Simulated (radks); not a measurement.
Task: I, configuration [Kr] 4d10 5s2 5p5 (the NIST ground configuration). All-electron calculation, Dirac Kohn-Sham, PBE, spin-unpolarised, spherical densities, point nucleus; open shells are shared between the two j in proportion to 2j + 1. Program: a radial shooting solver on a logarithmic mesh with Libxc functionals.

Spin-orbit splittings of the eigenvalues, e(l+1/2) - e(l-1/2), with zeta = 2 splitting/(2l+1) and mean radii in bohr:

| shell | occ. | splitting (eV) | zeta (eV) | <r> j=l-1/2 | <r> j=l+1/2 |
|---|---|---|---|---|---|
| 2p | 6 | 298.7 | 199.2 | 0.09847 | 0.1041 |
| 3p | 6 | 56.22 | 37.48 | 0.3040 | 0.3156 |
| 3d | 10 | 11.82 | 4.728 | 0.2865 | 0.2901 |
| 4p | 6 | 10.94 | 7.296 | 0.7728 | 0.8010 |
| 4d | 10 | ? | ? | 0.9148 | 0.9263 |
| 5p | 5 | 0.9996 | 0.6664 | 2.392 | 2.516 |

Estimate the 4d splitting.

Result: 1.713 eV (zeta = 0.6853 eV).
